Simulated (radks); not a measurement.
The hydrogen anion H-, [He], held by a Watson sphere: a shell of charge +1 at radius R that stands for the Madelung well of a crystal (potential energy -1/R inside, -1/r outside, in hartree with lengths in bohr). Method: scalar-relativistic Kohn-Sham, LDA (Slater exchange, VWN5 correlation), spin-unpolarised, spherical densities, finite nucleus; Fermi nuclear charge, rms radius of each element as measured or else 0.836 A^(1/3) + 0.57 fm; computed with a radial shooting solver on a logarithmic mesh with Libxc functionals. Response by self-consistent Sternheimer equations with the Hartree and adiabatic LDA kernel, the relativistic mass of each level held fixed and spin-orbit coupling left out. The sphere does not respond.

R (bohr)	e(1s) (eV)	<r> 1s (bohr)	sum of <r^2> (bohr^2)	X-ray form factor at sin(theta)/lambda = 0.3 1/angstrom	alpha (bohr^3)
1.51	-8.063	1.642	7.132	0.403	10.49
1.55	-7.948	1.658	7.272	0.395	10.88
1.97	-6.898	1.813	8.730	0.328	15.54
2.1	-6.621	1.857	9.172	0.314	17.15
2.2	-6.421	1.889	9.508	0.305	18.44
2.3	-6.231	1.920	9.840	0.297	19.78
2.68	-5.587	2.028	11.07	0.276	25.29
2.84	-5.348	2.069	11.57	0.270	27.81
3.28	-4.766	2.170	12.88	0.260	35.30
